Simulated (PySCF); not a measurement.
Sn(F)2(Cl)(Vi), C₂H₃ClF₂Sn, SMILES C=[CH][Sn]([F])([F])[Cl] at its CAM-B3LYP/def2-SVP optimised geometry (Å):

```
9

C      1.3783    -1.3143    -0.9859
C      0.7544    -0.6729     0.0000
Sn    -1.3479    -0.6729     0.0000
F     -1.8774    -1.6207    -1.5867
F     -2.1311    -1.6910     1.4250
Cl    -2.4720     1.3527     0.0000
H      0.8324    -1.8269    -1.7839
H      2.4720    -1.3527    -1.0322
H      1.2952    -0.1579     0.7982
```

Level of theory: PySCF with CAM-B3LYP/def2-TZVP, def2 effective core potentials past Kr. The core electrons that the potentials of Sn replace are not part of the density.

Map of the log10 of the electron density (e/bohr³), floored at −4 on the plane z = 1.0 Å:

```
|00000000000000000000000000000|
|00000000000000000000000000000|
|00000000000000000000000000000|
|00000011000000000000000000000|
|00011222211000000000000000000|
|00122333322100000000000000000|
|01233444433210000000000000000|
|02344555544321000000000000000|
|12345666654321000000000000000|
|13456777665432100000000000000|
|13456777765432112222100000000|
|13456677665433223333220000000|
|12345666655443344554431000000|
|12344556655544455666532100000|
|01234455666655556787542100000|
|00123455666665567787643100000|
|00123556777666667776542100000|
|00134577777665566665432100000|
|00235689987655555555432000000|
|00245789987654445544321000000|
|00235789986544444433221000000|
|00134678876433333332210000000|
|00123566665432222221100000000|
|00012344443221111111000000000|
|00001233332100000000000000000|
|00000011110000000000000000000|
|00000000000000000000000000000|
|00000000000000000000000000000|
|00000000000000000000000000000|
```
Scale: ten equal steps from -4.00 (start of '0') to -0.167 (end of '9'), in the order '0123456789'; x runs from -4.50 to 4.50, y from -4.50 (bottom) to 4.50 (top).
